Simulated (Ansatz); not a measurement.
Cost and result for the atomization energy of `[SiH3][N]([SiH3])[Zn][Cl]` (11 atoms, 10 bonds).

```xyz
11

Si   -0.051   -1.556   -0.524
N    -0.144    0.108   -0.077
Si    0.949    0.873    1.019
Zn   -1.470    1.120   -0.811
Cl   -2.988    2.278   -1.651
H    -1.177   -1.854   -1.454
H    -0.162   -2.452    0.661
H     1.229   -1.876   -1.215
H     0.529    2.294    1.180
H     0.936    0.217    2.356
H     2.350    0.848    0.515
```

Total charge 0; spin multiplicity 1. For Zn the d shell is correlated and the shells below it are frozen. Scalar relativity is left out up to krypton. The structure was optimised at the PBE0-D4/def2-TZVP level. It is one conformer, not always the lowest. Program: Ansatz. All runs use 4 threads of an Intel Xeon Platinum 8375C on a shared host. Times are those of one run each, without the atoms' runs, and a repeat can differ threefold. Electronic energies, without spin–orbit coupling; frozen cores. CCSD(T)/CBS adds CCSD(T) − MP2 in def2-TZVPP to the MP2 limit, and its time is that of the two runs behind it. T1 = 0.014. With those shells the extrapolation isn't a true limit. HSE06 is the plane-wave form, built on full-range PBE exchange.

CCSD(T)/CBS is a level of theory with its own doubt, some kJ/mol a heavy atom from the limit and from the frozen cores, so smaller differences don't rank the functionals.

```tsv
level	functions	wall time	atomization (kcal/mol)	difference from CCSD(T)/CBS	per bond
revPBE-D4/def2-TZVPP	305	2.8 s	745.9	-25.5	-2.5
r2SCAN-D4/def2-TZVPP (with forces)	305	5 s	768.5	-2.9	-0.3
CCSD(T)/def2-SVP	129	6.5 s	707.8	-63.6	-6.4
HSE06-D4/def2-TZVPP	305	7 s	758.4	-13.0	-1.3
BHLYP-D4/def2-TZVPP	305	7 s	754.2	-17.2	-1.7
PBE-QIDH/def2-TZVPP	305	7.5 s	761.3	-10.1	-1.0
CAM-B3LYP-D4/def2-TZVPP	305	8 s	769.6	-1.8	-0.2
B97M-V/def2-TZVPP	305	8.5 s	768.5	-2.9	-0.3
r2SCANh-D4/def2-TZVPP	305	8.5 s	765.4	-6.0	-0.6
ωB97M-V/def2-TZVPP (with forces)	305	14 s	770.5	-0.9	-0.1
MP2/def2-QZVPP	547	25 s	770.0	-1.4	-0.1
CCSD(T)/def2-TZVPP	305	3.4 min	746.7	-24.7	-2.5
CCSD(T)/CBS(def2)	–	3.8 min	771.4	0.0	0.0
```

In def2-TZVPP, CCSD(T) changes the Hartree–Fock value by +179.7 kcal/mol (the triples alone add +9.6 kcal/mol) and MP2 by +187.5 kcal/mol; breaking electron pairs costs correlation energy, which Hartree–Fock lacks. At CCSD(T), def2-SVP lies −63.6 kcal/mol from the extrapolated value and def2-TZVPP −24.6 kcal/mol: correlation converges slowly with the basis, and small sets miss more of it in the bonded molecule than in its fragments. From PBE to PBE0 (25 % exact exchange), in def2-TZVPP and without D4, the atomization energy moves by −1.4 kcal/mol: exact exchange takes away binding that semilocal exchange gives to molecules.
